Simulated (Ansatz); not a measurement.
System (SMILES): Br[Si]Br (closed-shell singlet).
Atoms: Si1, Br2, Br3. Bonds: Si1-Br2, Si1-Br3.

How fast the highest harmonic wavenumber converges with the basis for several methods (Ansatz, a first-principles code): deviation from each method's own reference, in cm⁻¹. References: B3LYP 387 cm⁻¹, the value in aug-pcseg-2; HF 413 cm⁻¹, the value in aug-pcseg-2; PBE 388 cm⁻¹, the value in aug-pcseg-2. Cartesian d functions, on some or all atoms, in 3-21G, 6-31G, 6-31G**; all else is spherical. A restricted Hartree-Fock determinant is unstable towards unrestricted orbitals. No added dispersion term, no relativity. Each level at its own minimum, unscaled; the references are large sets that could be run, not limits.

```tsv
basis	functions	B3LYP	HF	PBE
STO-3G	45	97	113	91
pcseg-0	57	-32	-47	-32
3-21G	59	-39	-56	-40
6-31G	71	-38	-53	-38
def2-SVP	82	12	6	11
6-31G**	89	5	6	5
def2-SVPD	106	0	-3	-1
cc-pV(T+d)Z	125	2	2	2
def2-TZVP	133	1	1	1
def2-TZVPP	138	1	1	1
def2-TZVPD	157	1	0	0
aug-pcseg-2	168	0	0	0
```

Mean absolute deviation over cc-pV(T+d)Z, def2-TZVP, def2-TZVPP, def2-TZVPD: HF 1, PBE 1, B3LYP 1 cm⁻¹.
